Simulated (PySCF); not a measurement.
**How methods differ on the excitation energy of Mo²⁺**

Mo²⁺ [Kr] 4d4 (5D) → Mo²⁺ [Kr] 4d3 5s1 (5F), as a difference of total energies. Computed with PySCF 2.14 in x2c-TZVPPall, with the spin-free X2C one-electron Hamiltonian (Gaussian nucleus). Correlated levels: valence and next inner shell: [Ar] 3d10 frozen. The calculations carry no spin-orbit coupling.

| method | excitation energy (eV) |
| --- | --- |
| UHF | 3.980 |
| MP2 (valence and next inner shell) | 4.151 |
| SCS-MP2 (valence and next inner shell) | 4.083 |
| CCSD (valence and next inner shell) | 4.089 |
| CCSD(T) (valence and next inner shell) | 4.081 |

Task: How much does correlation contribute at CCSD(T) (valence and next inner shell)?

Result: 4.081 − (3.980) = 0.101 eV, measured against UHF.

The basis was made for the ground configuration and has no added diffuse functions, so the excitation energy can come out too high.
